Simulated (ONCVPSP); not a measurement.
Configuration tests for nickel (ONCV)

| Item | Value |
| --- | --- |
| Element | nickel (Ni) |
| Generator | ONCVPSP 4.0.1 |
| Type | optimised norm-conserving Vanderbilt (ONCV) |
| Functional | LDA (Perdew-Zunger) |
| Relativity | scalar-relativistic |
| Frozen core | [Ne] 3s2 |
| Valence charge | 16 |
| Reference configuration | 3p6 3d8 4s1.5 4p0.5 |
| Partial waves | 4s: rc 1.75 bohr, ncon 4, nbas 8, qcut 2.9 1/bohr, 2 projectors, debl 1.4 Ha; 3p+4p: rc 1.25 bohr, ncon 4, nbas 7, qcut 11.9 1/bohr, 2 projectors; 3d: rc 0.95 bohr, ncon 3, nbas 7, qcut 16.9 1/bohr, 2 projectors, debl 2.2 Ha |
| Local potential | polynomial inside 0.90 bohr (lpopt 5, dvloc0 0 Ha) |
| Core correction | Teter function fitted to the true core (icmod 2), fcfact 0.45 |

Energies are relative to the spin-unpolarised reference configuration 3p6 3d8 4s1.5 4p0.5; without spin polarisation the order of configurations can differ from experiment.

```tsv
valence configuration	charge	ΔE all-electron (eV)	error AE − PS (meV)
3p6 3d8 4s1 4p0	+1	7.302	-2.2
3p6 3d8 4s0 4p0	+2	24.962	-25
3p6 3d8.5 4s1.5 4p0	0	-3.500	-3.2
```

Task: What are ΔE and the potential's error for 3p6 3d8 4s2 4p0?

Result: ΔE = -2.298 eV all-electron; the error (AE − PS) is -1.0 meV.

Note: ghosts flagged at negative energy: s at -61.5 eV; no localised positive-energy state flagged. A true bound ghost makes a file unfit for plane-wave use.
